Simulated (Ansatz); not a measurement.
Conformers of `C[O][Ge][OH]`, each relaxed with PBE0-D4/def2-TZVP in Ansatz. CBS adds the triple-zeta coupled-cluster correction to the MP2 limit.

Outer-core shells of Ge are correlated without core-valence functions. Scalar relativity is left out up to krypton. Spin–orbit coupling is left out.

Not all of them had a frequency check.

Conformer A:

```xyz
8

C    -0.474   -0.749    0.462
O     0.140    0.312    1.147
Ge    1.014    1.699    0.427
O     0.873    1.345   -1.322
H    -0.915   -1.430    1.195
H    -1.280   -0.401   -0.197
H     0.243   -1.323   -0.138
H     0.399    0.547   -1.574
```

Conformer B:

Cartesian coordinates in Å:
```
C 1.150 -0.205 -0.190
O 0.315 -0.874 0.731
Ge -1.404 -0.599 1.045
O -1.659 0.730 -0.142
H 1.551 -0.931 -0.904
H 0.619 0.577 -0.739
H 1.989 0.244 0.349
H -2.562 1.056 -0.150
```

Problem. Which is lowest in electronic energy at CCSD(T)/CBS (frozen core, def2 sets), and by how much? (An estimate is asked.)

Solution. The calculation gave: B; A lies 4.9 kJ/mol higher.

Problem. Give the energies relative to B (kJ/mol) with PBE0-D4/def2-TZVPP, ωB97X-V/def2-TZVPP, B2PLYP/def2-TZVPP, r2SCAN/def2-TZVPP, HF/def2-TZVPP, SCS-MP2/def2-QZVPP, CCSD/CBS(def2). (Best estimate.)

Solution. The calculation gave: 
```tsv
level	A
PBE0-D4/def2-TZVPP	3.9
ωB97X-V/def2-TZVPP	3.8
B2PLYP/def2-TZVPP	4.9
r2SCAN/def2-TZVPP	4.9
HF/def2-TZVPP	4.3
SCS-MP2/def2-QZVPP	5.4
CCSD/CBS(def2)	4.8
```
